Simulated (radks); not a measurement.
Q: The table gives one normalised radial function P(r) = r R(r) of Pt+ in [Xe] 4f14 5d9 (r in bohr). All-electron calculation, scalar-relativistic Kohn-Sham, SCAN, spin-polarised, spherical densities, finite nucleus; open shells are filled with parallel spins first (spin-orbit coupling, left out, can overturn this in heavy ions); meta-GGA in the generalised Kohn-Sham scheme; Fermi nuclear charge, rms radius 5.427 fm. Program: a radial shooting solver on a logarithmic mesh with Libxc functionals.

r	P
0.003147	0.0000
0.004198	0.0000
0.005599	0.0000
0.007527	0.0000
0.01004	0.0001
0.01339	0.0004
0.01786	0.0010
0.02382	0.0028
0.03177	0.0076
0.04237	0.0196
0.05652	0.0480
0.07538	0.1103
0.1005	0.2333
0.1341	0.4461
0.1788	0.7529
0.2385	1.1029
0.3182	1.3684
0.4243	1.4126
0.566	1.1978
0.7609	0.8190
1.015	0.4492
1.354	0.1937
1.805	0.0614
2.408	0.0140
3.212	0.0020
4.284	0.0001
5.713	0.0000

Which n and l does it have? It may be an empty orbital.

A: n = 4, l = 3: the number of nodes gives n - l - 1 = 0, the rise at small r (about r^(l+1), flatter next to the nucleus through relativity) gives l, and the extent must fit the shell. The curve is that of 4f down; the table hardly tells the two spins apart. 4f down: eigenvalue -78.988 eV, 0 radial nodes, <r> = 0.516 bohr, 90 % of the charge inside 0.832 bohr.
